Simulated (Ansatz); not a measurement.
Problem. Name a neutral molecule of B, C, F, Si and H with size of the dipole moment (PBE/def2-TZVPP) between 1.80 and 2.10 D and HOMO energy (PBE/def2-TZVPP) between -5.70 and -5.40 eV (Ansatz, PBE0-D4/def2-TZVP geometry).

Solution. `C[C@H]1B[Si@@H]1F` (2.01 D, -5.70 eV). Other molecules can fit too; these were computed, each in one conformer that needn't be the lowest.
